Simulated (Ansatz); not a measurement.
AlClH3NS (`[NH2][Al]([SH])[Cl]`), relaxed with RKS PBE0-D4/def2-TZVP in Ansatz 0.2.0 from a PBE-D4/def2-SVP geometry. The force threshold is 0.005 eV/Å; the program also tests the step.

Charge 0, multiplicity 1.

Start:

```xyz
7

N    -0.064   -1.224    0.153
Al    0.399    0.480    0.319
S    -0.496    2.091   -0.871
Cl    1.876    1.003    1.735
H    -0.760   -1.601   -0.492
H     0.347   -1.977    0.710
H    -1.302    1.227   -1.553
```

(1) By how much does the energy fall, and how many steps does the optimiser take? (Estimate.)

(2) Which bonds change most? (An estimate is asked.)

(3) Give the relaxed structure. (An estimate is asked.)

Results:

(1) Ansatz gave: 2.72 kJ/mol, in 5 steps.

(2) The calculation gave: Al2–Cl4 from 2.113 to 2.090 Å; Al2–S3 from 2.193 to 2.173 Å; N1–Al2 from 1.773 to 1.754 Å; S3–H7 from 1.364 to 1.345 Å.

(3) Ansatz gave: 
```xyz
7

N    -0.062   -1.216    0.153
Al    0.392    0.471    0.316
S    -0.488    2.068   -0.865
Cl    1.853    0.995    1.715
H    -0.750   -1.581   -0.484
H     0.345   -1.956    0.700
H    -1.290    1.221   -1.535
```
